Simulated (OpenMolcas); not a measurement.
neutral hafnium: effect of the basis set

| Item | Value |
| --- | --- |
| Program | OpenMolcas |
| Method | CASSCF |
| Active space | 2 electrons in 5 orbitals (5d) |
| State averaging | 2S+1 = 3 even, 10 roots; 2S+1 = 1 even, 15 roots |
| Spin-orbit coupling | RASSI with atomic mean-field integrals over the reference wave functions, term energies averaged over their components |

A. ANO-R1 [7s5p4d2f], X2C, finite nucleus; cost of the order of 5 core-seconds
B. ANO-RCC-VDZP [7s6p4d2f1g], DKH2, point nucleus; cost roughly 7 core-seconds
C. ANO-R2 [8s6p5d3f1g], X2C, finite nucleus; cost about 9 core-seconds
D. ANO-RCC-VTZP [8s7p5d3f2g1h], DKH2, point nucleus; cost of the order of 8 core-seconds
E. ANO-R3 [9s7p7d4f3g1h], X2C, finite nucleus; cost of the order of 17 core-seconds
F. ANO-RCC-VQZP [9s8p6d4f3g2h], DKH2, point nucleus; cost about 18 core-seconds

Energies in cm⁻¹ above 5d² 6s² ³F₂, the measured ground level; measured values from NIST Handbook of Basic Atomic Spectroscopic Data.

| Level | A | B | C | D | E | F | Measured |
| --- | --- | --- | --- | --- | --- | --- | --- |
| 5d² 6s² ³F₂ | 0.0 | 0.0 | 0.0 | 0.0 | 0.0 | 0.0 | 0.0 |
| 5d² 6s² ³F₃ | 2569 | 2571 | 2606 | 2544 | 2559 | 2559 | 2357 |
| 5d² 6s² ³F₄ | 5171 | 5160 | 5236 | 5117 | 5152 | 5153 | 4568 |
| 5d² 6s² ¹D₂ [64 %] | 9348 | 9243 | 9378 | 9382 | 9409 | 9422 | 5639 |
| 5d² 6s² ³P₀ | 9508 | 9397 | 9520 | 9570 | 9585 | 9602 | 5522 |
| 5d² 6s² ³P₁ | 10777 | 10664 | 10814 | 10828 | 10853 | 10867 | 6573 |
| 5d² 6s² ³P₂ [68 %] | 13526 | 13426 | 13605 | 13562 | 13599 | 13612 | 8984 |
| 5d² 6s² ¹G₄ | 14166 | 14095 | 14205 | 14224 | 14234 | 14263 | 10533 |
| 5d² 6s² ¹S₀ | 30079 | 30110 | 30072 | 30252 | 30177 | 30276 | 20328 |

Deviations, from unrounded energies. A percentage is the sum of absolute deviations over the sum of measured energies, with the sign that they share, or ± where signs differ.

| Against measurement | Levels | A | B | C | D | E | F |
| --- | --- | --- | --- | --- | --- | --- | --- |
| mean absolute deviation (cm-1) | 8 | 3800 | 3800 | 3900 | 3900 | 3900 | 3900 |
| fine structure of the ground term (%) | 2 | +11.8 | +11.6 | +13.2 | +10.6 | +11.4 | +11.4 |
| other terms of the ground configuration (%) | 6 | +51.8 | +51.0 | +52.1 | +52.5 | +52.6 | +52.9 |

A, B, C, D, E, F lie about equally close to measurement. The largest miss of B in the table is 5d² 6s² ¹S₀, by +9800 cm-1. The ranking rests on the paired levels alone, and a cruder setting can come out closer through cancelling errors.

Among A to F the level of the table that moves most is 5d² 6s² ³P₀, by 200 cm-1 (lowest in B, highest in F).

Without dynamic correlation excited terms often stand tens of per cent too high (terms of higher spin than the ground term too low), and those without a measured partner can miss by more than the paired ones. With the s shell closed, the reference lacks s² → p², s² → d² and s → d mixing, so excited terms can stand far too high and out of order, with CASPT2 too. Computed and measured levels are paired by configuration, term and J; levels that our copy of the source lacks, or whose pairing is in doubt (as where it misses far off the trend of its configuration), stay unpaired and out of the deviations. Levels of configurations outside the active space are missing.

A share in square brackets marks a mixed level and gives the weight of the term that names it, the lowest over the columns.
